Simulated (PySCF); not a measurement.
Cards and structures have been mixed up. Pair them.

Structures:
1. `O1COC[C@@H]1C(F)(F)F`
2. `COC(F)(OC)C(F)(F)F`
3. `N#CC1=N[Si@@H](NC=O)C1`
4. `C(Cl)C(C(F)(F)F)(F)F`

Card P (geometry GFN2-xTB):
* Rotational constants A, B, C: 1.869, 1.187, 0.986 GHz
* Static isotropic polarisability (PBE0/def2-SVPD): 54.8 au
* HOMO energy (PBE0/def2-SVPD): -9.32 eV
* Strongest line among the 6 lowest singlet transitions (TDDFT PBE0/def2-SVPD): S4 at 8.61 eV (144 nm, f = 0.027)
* 13C chemical shifts (computed TMS as zero) by class (GIAO PBE0/pcSseg-1): 128.2 (1 C), 121.7 (1 C), 49.0 (1 C) ppm
* Lowest singlet excitation (TDDFT PBE0/def2-SVPD): 7.27 eV (170 nm, f = 0.002)
* Isotropic shieldings of nuclei other than C and H, by class (GIAO PBE0/pcSseg-1): 264 (3 F), 305 (2 F), 885 (1 Cl) ppm

Card Q (geometry GFN2-xTB):
- Rotational constants A, B, C: 1.772, 1.233, 1.054 GHz
- Static isotropic polarisability (PBE0/def2-SVPD): 61.5 au
- HOMO energy (PBE0/def2-SVPD): -8.99 eV
- Lowest singlet excitation (TDDFT PBE0/def2-SVPD): 8.36 eV (148 nm, f = 0.004)
- Point group: C1

Card R (geometry GFN2-xTB):
- Rotational constants A, B, C: 5.041, 0.699, 0.669 GHz
- Static isotropic polarisability (PBE0/def2-SVPD): 90.0 au
- Isotropic shieldings of nuclei other than C and H, by class (GIAO PBE0/pcSseg-1): -241 (1 N), -56 (1 N), 133 (1 N), -102 (1 O), 367 (1 Si) ppm
- Point group: C1
- Dipole moment (PBE0/def2-SVPD): 4.23 D
- 13C chemical shifts (computed TMS as zero) by class (GIAO PBE0/pcSseg-1): 182.5 (1 C), 170.9 (1 C), 118.9 (1 C), 44.5 (1 C) ppm

Card S (geometry GFN2-xTB):
* Rotational constants A, B, C: 3.172, 1.260, 1.132 GHz
* Static isotropic polarisability (PBE0/def2-SVPD): 55.7 au
* Lowest singlet excitation (TDDFT PBE0/def2-SVPD): 7.52 eV (165 nm, f = 0.008)
* Strongest line among the 6 lowest singlet transitions (TDDFT PBE0/def2-SVPD): S3 at 8.30 eV (149 nm, f = 0.041)
* HOMO energy (PBE0/def2-SVPD): -8.27 eV
* Point group: C1
* Isotropic shieldings of nuclei other than C and H, by class (GIAO PBE0/pcSseg-1): 248 (1 O), 257 (1 O), 264 (3 F) ppm

Each SMILES stands for a single optimised conformer of the isolated species, non-relativistic unless stated; the electronic structure was computed with PySCF and density fitting. NMR classes are plain means over equivalent atoms (diastereotopic ones count apart unless rotation or inversion swaps them), as if these changed places fast.

Question: Which card belongs to which structure?

Answer: P = 4, Q = 2, R = 3, S = 1. What ties each card to its structure:
- 1 (card S), C4H5F3O2, monoisotopic mass 142.0 u, 9 heavy atoms: an asymmetric top with C = 1.132 GHz, the highest such constant on the cards; polarisability 55.7 au for 72 electrons.
- 2 (card Q), C4H6F4O2, monoisotopic mass 162.0 u, 10 heavy atoms: an asymmetric top with C = 1.054 GHz; polarisability 61.5 au for 82 electrons.
- 3 (card R), C4H5N3OSi, monoisotopic mass 139.0 u, 9 heavy atoms: 4 C in 4 classes; the least shielded carbon (182.5 ppm) is a C=N carbon; an asymmetric top with C = 0.669 GHz, the lowest such constant on the cards; polarisability 90.0 au for 72 electrons, the largest shown; dipole 4.23 D.
- 4 (card P), C3H2ClF5, monoisotopic mass 168.0 u, 9 heavy atoms: 3 C in 3 classes; the least shielded carbon (128.2 ppm) is a CF3 carbon; an asymmetric top with C = 0.986 GHz; polarisability 54.8 au for 82 electrons, the smallest shown.
